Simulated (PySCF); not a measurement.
Si(F)2(OSiH3)2, SMILES F[Si](F)(O[SiH3])O[SiH3], singlet, CAM-B3LYP/def2-SVP optimised geometry.

```
13

F      1.70    -1.48     1.05
Si     1.43    -0.31    -0.01
F      2.28     0.95     0.47
O     -0.13     0.07     0.00
Si    -1.79     0.07     0.00
O      1.93    -0.78    -1.47
Si     2.94    -1.32    -2.66
H     -2.26     1.48     0.00
H     -2.28    -0.63     1.21
H     -2.28    -0.62    -1.22
H      3.39    -2.70    -2.35
H      4.12    -0.42    -2.76
H      2.19    -1.31    -3.94
```

Density from CAM-B3LYP/def2-TZVP (PySCF 2.14.0) at that geometry.

Minimum of the electron density along straight lines between bonded atoms, close to the bond critical point (lines longer than 1.1 times the sum of covalent radii, or with two minima, are not listed):

```tsv
bond	length / Å	ρ at the minimum / e bohr⁻³	∇²ρ there / e bohr⁻⁵	position (fraction from the first atom)
F1–Si2	1.600	0.141	0.96	0.58
Si2–F3	1.598	0.142	0.97	0.42
Si2–O4	1.606	0.148	0.95	0.42
O4–Si5	1.657	0.127	0.79	0.59
Si2–O6	1.610	0.147	0.95	0.42
O6–Si7	1.660	0.126	0.79	0.59
Si5–H8	1.484	0.125	0.13	0.49
Si5–H9	1.485	0.125	0.13	0.49
Si5–H10	1.486	0.125	0.13	0.49
Si7–H11	1.486	0.125	0.13	0.49
Si7–H12	1.486	0.125	0.13	0.49
Si7–H13	1.484	0.125	0.13	0.49
```
